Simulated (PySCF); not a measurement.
This script is equivalent to a calculation on Zn⁺ (zinc, charge +1).

```python
from pyscf import gto, scf, dft, mp, cc
import basis_set_exchange as bse
mol = gto.M(atom="Zn 0 0 0", charge=1, spin=1, symmetry="D2h",
            basis=gto.basis.parse(bse.get_basis("pcseg-2", elements=["Zn"], fmt="nwchem", header=False)))
mf = dft.UKS(mol, xc="R2SCAN")
mf.irrep_nelec = {'Ag': (6, 5), 'B1g': (1, 1), 'B2g': (1, 1), 'B3g': (1, 1), 'B1u': (2, 2), 'B2u': (2, 2), 'B3u': (2, 2)}
mf.kernel()
```

Problem. What total energy does it give?

Solution. -1779.069 hartree (calculated).

Problem. Which occupied shell lies highest, and where?

Solution. 4s α, at -14.552 eV.

Problem. What is ⟨S²⟩, and what would a pure spin state give?

Solution. 0.752, against 0.75.
